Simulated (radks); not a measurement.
Results of a calculation; reference values are marked as such.
Problem. Species: I IV. Configuration: [Kr] 4d10 5s2 5p2. Code: a radial shooting solver on a logarithmic mesh with Libxc functionals. Model: scalar-relativistic Kohn-Sham, BLYP, spin-polarised, spherical densities, finite nucleus; open shells are filled with parallel spins first (spin-orbit coupling, left out, can overturn this in heavy ions); Fermi nuclear charge, rms radius 4.75 fm. Some entries of the table are withheld. Estimate them.

| orbital | occ. | eigenvalue (hartree) | <1/r> (bohr^-1) | <r> (bohr) |
|---|---|---|---|---|
| 1s up | 1 | -1213.464 | 56.83 | 0.02722 |
| 1s down | 1 | -1213.461 | 56.83 | 0.02722 |
| 2s up | 1 | -188.4951 | 13.02 | 0.1172 |
| 2s down | 1 | -188.4936 | 13.02 | 0.1172 |
| 2p up | 3 | -169.3265 | 12.46 | 0.1025 |
| 2p down | 3 | -169.3239 | 12.46 | 0.1025 |
| 3s up | 1 | -38.98213 | 4.667 | 0.3141 |
| 3s down | 1 | -38.97931 | 4.667 | 0.3141 |
| 3p up | 3 | -32.77028 | 4.437 | 0.3122 |
| 3p down | 3 | -32.76708 | 4.437 | 0.3122 |
| 3d up | 5 | -23.46041 | 4.200 | 0.2886 |
| 3d down | 5 | -23.45735 | 4.200 | 0.2886 |
| 4s up | 1 | -7.81088 | 1.889 | 0.7395 |
| 4s down | 1 | -7.80407 | 1.888 | 0.7394 |
| 4p up | 3 | -5.86211 | 1.729 | 0.7914 |
| 4p down | 3 | -5.85499 | 1.730 | 0.7909 |
| 4d up | 5 | -3.01987 | 1.445 | (1) |
| 4d down | 5 | -3.00887 | 1.450 | (2) |
| 5s up | 1 | -1.72970 | 0.7122 | 1.831 |
| 5s down | 1 | -1.67155 | 0.7164 | 1.827 |
| 5p up | 2 | (3) | 0.6110 | 2.109 |
| 5p down | 0 | (4) | 0.6084 | 2.126 |

Solution. 
(1) 4d up <r> (bohr): 0.9179
(2) 4d down <r> (bohr): 0.9143
(3) 5p up eigenvalue (hartree): -1.28316
(4) 5p down eigenvalue (hartree): -1.22351
